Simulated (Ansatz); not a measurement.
Calculated with Ansatz (gas phase, PBE0-D4/def2-TZVP geometries, no zero-point term in ΔE). CCSD(T)/CBS adds triple-zeta CCSD(T) − MP2 to the extrapolated MP2 energy (def2 sets, frozen cores). Elements past krypton have def2 core potentials. For Sb outer-core shells are correlated without core-valence functions, which leaves a few kJ/mol of doubt a bond. Each species was taken in one conformer, which may not be the lowest.

`F[SiH2][SbH2]` + `CN[SiH](O)O` → `CN([SiH2]F)[SiH](O)O` + `[SbH3]`  (cleavage of the Si–Sb bond)

```
               species  MP2/CBS(def2) energy (Eh)
       `F[SiH2][SbH2]`                 -631.29735
         `CN[SiH](O)O`                 -536.45944
`CN([SiH2]F)[SiH](O)O`                 -926.00729
              `[SbH3]`                 -241.76662
```

**Question.** Work out ΔE.

**Answer.** ΔE = (-926.00729) + (-241.76662) − (-631.29735) − (-536.45944) = -0.01712 Eh = -0.47 eV. CCSD(T)/CBS gives -0.48 eV.

Largest T1 diagnostic among the species: 0.014.

The D4 term adds −0.09 eV with B3LYP and −0.05 eV with PBE0; it sums over pairs of atoms, weighted by their polarisabilities, and B3LYP, whose exchange is more repulsive, gets the larger term. From PBE to PBE0 (25 % exact exchange), in def2-TZVPP and without D4, ΔE moves by −0.04 eV.

B3LYP here is the variant with VWN-RPA as its local correlation; programs differ in this.
